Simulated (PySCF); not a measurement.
Species: C9H8OSi.
Numbering: `[O:1]=[CH:2][c:3]1[cH:4][cH:5][cH:6][c:7]2[c:8]1[CH:9]=[CH:10][SiH2:11]2` (hydrogens: H12 on C2; H13 on C4; H14 on C5; H15 on C6; H16 on C9; H17 on C10; H18, H19 on Si11)

The same species was optimised twice, with GFN2-xTB and with PBE0-D3(BJ)/def2-SVP (PySCF), and the same property calculations (PySCF, gas phase) were run on both structures.

```csv
coordinate,GFN2-xTB,PBE0-D3(BJ)/def2-SVP,change
C8–C9 (Å),1.457,1.478,+0.021
C2–C3 (Å),1.466,1.481,+0.015
C10–Si11 (Å),1.883,1.871,-0.012
C9=C10 (Å),1.339,1.350,+0.011
C6–C7 (Å),1.379,1.389,+0.010
C5–C6 (Å),1.392,1.402,+0.010
C7–Si11 (Å),1.890,1.880,-0.010
C4–C5 (Å),1.377,1.386,+0.009
C7–C8 (Å),1.409,1.418,+0.009
C3–C8 (Å),1.401,1.407,+0.006
C3–C4 (Å),1.402,1.405,+0.003
O1=C2 (Å),1.207,1.207,0.000
C7–Si11–C10 (°),88.5,91.8,+3.3
C9–C10–Si11 (°),111.0,108.5,-2.5
C6–C7–Si11 (°),130.1,132.4,+2.3
C8–C7–Si11 (°),109.8,107.6,-2.2
O1–C2–C3 (°),124.7,123.8,-0.9
C8–C9–C10 (°),116.9,117.8,+0.9
C7–C8–C9 (°),113.8,114.3,+0.5
C2–C3–C8 (°),123.5,123.0,-0.5
O1–C2–C3–C4 (°),0,0,0
```

Rotational constants: A = 1818, B = 765.2, C = 541.9 MHz (GFN2-xTB) against A = 1777, B = 766.6, C = 538.9 MHz (PBE0-D3(BJ)/def2-SVP). Point groups within 0.08 Å: Cs and Cs. Atoms that the bonding makes alike are paired by their places after alignment.

On the GFN2-xTB structure: HOMO (eV) -7.02 [PBE0/pcSseg-1]; LUMO (eV) -2.04 [PBE0/pcSseg-1]; dipole (D) 3.51 [PBE0/pcSseg-1]; GIAO shielding of O1 (ppm) -329.5 [PBE0/pcSseg-1]; GIAO shielding of C2 (ppm) -5.9 [PBE0/pcSseg-1]; GIAO shielding of C3 (ppm) 54.0 [PBE0/pcSseg-1]; GIAO shielding of C4 (ppm) 50.9 [PBE0/pcSseg-1]; GIAO shielding of C5 (ppm) 54.2 [PBE0/pcSseg-1]; GIAO shielding of C6 (ppm) 41.2 [PBE0/pcSseg-1]; GIAO shielding of C7 (ppm) 46.0 [PBE0/pcSseg-1]; GIAO shielding of C8 (ppm) 29.9 [PBE0/pcSseg-1].

Q: What do these properties become on the PBE0-D3(BJ)/def2-SVP structure?

A: 
```json
{"property": "HOMO (eV)", "level": "PBE0/pcSseg-1", "on GFN2-xTB": "-7.02", "on PBE0-D3(BJ)/def2-SVP": "-7.09", "change": "-0.07"}
{"property": "LUMO (eV)", "level": "PBE0/pcSseg-1", "on GFN2-xTB": "-2.04", "on PBE0-D3(BJ)/def2-SVP": "-2.09", "change": "-0.05"}
{"property": "dipole (D)", "level": "PBE0/pcSseg-1", "on GFN2-xTB": "3.51", "on PBE0-D3(BJ)/def2-SVP": "3.04", "change": "-0.47"}
{"property": "energy, GFN2-xTB geometry as zero (kcal/mol)", "level": "PBE0/pcSseg-1", "on GFN2-xTB": "0.0", "on PBE0-D3(BJ)/def2-SVP": "-1.4", "change": "-1.4"}
{"property": "GIAO shielding of O1 (ppm)", "level": "PBE0/pcSseg-1", "on GFN2-xTB": "-329.5", "on PBE0-D3(BJ)/def2-SVP": "-331.6", "change": "-2.1"}
{"property": "GIAO shielding of C2 (ppm)", "level": "PBE0/pcSseg-1", "on GFN2-xTB": "-5.9", "on PBE0-D3(BJ)/def2-SVP": "-6.3", "change": "-0.4"}
{"property": "GIAO shielding of C3 (ppm)", "level": "PBE0/pcSseg-1", "on GFN2-xTB": "54.0", "on PBE0-D3(BJ)/def2-SVP": "51.5", "change": "-2.5"}
{"property": "GIAO shielding of C4 (ppm)", "level": "PBE0/pcSseg-1", "on GFN2-xTB": "50.9", "on PBE0-D3(BJ)/def2-SVP": "49.1", "change": "-1.8"}
{"property": "GIAO shielding of C5 (ppm)", "level": "PBE0/pcSseg-1", "on GFN2-xTB": "54.2", "on PBE0-D3(BJ)/def2-SVP": "51.4", "change": "-2.8"}
{"property": "GIAO shielding of C6 (ppm)", "level": "PBE0/pcSseg-1", "on GFN2-xTB": "41.2", "on PBE0-D3(BJ)/def2-SVP": "39.8", "change": "-1.4"}
{"property": "GIAO shielding of C7 (ppm)", "level": "PBE0/pcSseg-1", "on GFN2-xTB": "46.0", "on PBE0-D3(BJ)/def2-SVP": "46.2", "change": "+0.2"}
{"property": "GIAO shielding of C8 (ppm)", "level": "PBE0/pcSseg-1", "on GFN2-xTB": "29.9", "on PBE0-D3(BJ)/def2-SVP": "27.6", "change": "-2.3"}
```

The heavy atoms differ by 0.025 Å rms after alignment. Among bonds between heavy atoms C8–C9 changes most (+0.021 Å). Changes are differences of the printed values. Neither structure is proved a minimum here.

The values belong to the conformer `[O:1]=[CH:2][c:3]1[cH:4][cH:5][cH:6][c:7]2[c:8]1[CH:9]=[CH:10][SiH2:11]2`: O1–C2–C3–C4 0°.
